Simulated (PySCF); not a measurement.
Ligands exchanged one at a time, In Cl-SH. Isolated molecules, 0 K electronic values unless said otherwise. One relaxed conformer stands for each flexible species; it need not be the lowest. Strings in code marks are SMILES.

Level of theory: B3LYP-D3(BJ)/def2-TZVP // PBE0-D4/def2-TZVP (PySCF). All candidates: neutral, multiplicity 1. B3LYP has the VWN-RPA correlation part, as in Gaussian. Excitations are Tamm–Dancoff values on a coarser integration grid. The basis has no diffuse functions, so Rydberg states are missing or too high.

```json
{
  "T1 excitation (TDA)": "3.85 eV",
  "LUMO": "-2.76 eV",
  "HOMO": "-8.04 eV"
}
```

Q: Identify which member has these values.
A) `[SH][In]([SH])[Cl]` (H–S–In–Cl torsion -180°, Cl–In–S–H torsion 0°)
B) `[SH][In]([Cl])[Cl]` (H–S–In–Cl torsion 0°)
C) `[Cl][In]([Cl])[Cl]`
D) `[SH][In]([SH])[SH]`

A: B, `[SH][In]([Cl])[Cl]` (H–S–In–Cl torsion 0°). The others give `[Cl][In]([Cl])[Cl]`: 4.55 eV, -3.20 eV, -9.16 eV; `[SH][In]([SH])[Cl]` (H–S–In–Cl torsion -180°, Cl–In–S–H torsion 0°): 3.87 eV, -2.36 eV, -7.60 eV; `[SH][In]([SH])[SH]`: 4.02 eV, -2.00 eV, -7.35 eV
